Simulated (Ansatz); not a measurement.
Species: sum formula SnH3F, net charge 0, singlet state. 
Geometry from a B3LYP-D3(BJ)/def2-TZVP (Ansatz, a program for electronic structure) optimisation:
```
Sn
F 1 1.9405
H 1 1.7051 2 104.63
H 1 1.7051 3 113.85 2 -113.62
H 1 1.7051 3 113.85 4 -132.75
```

Parts of the frozen-core correlation energy in def2-SVP (Ansatz, hartree). Frozen orbitals: 10; correlated occupied orbitals by spin: 7 and 7; virtual: 38 and 38. Spin-orbit coupling is left out. Past Kr the def2 sets carry scalar-relativistic core potentials.

| term | value |
|---|---|
| reference (HF) | -314.44425 |
| MP2 opposite-spin | -0.21915 |
| MP2 same-spin | -0.06356 |
| CCSD correlation | -0.30515 |
| (T) | -0.00452 |
| T1 diagnostic | 0.013 |
| largest doubles amplitude | 0.046 |
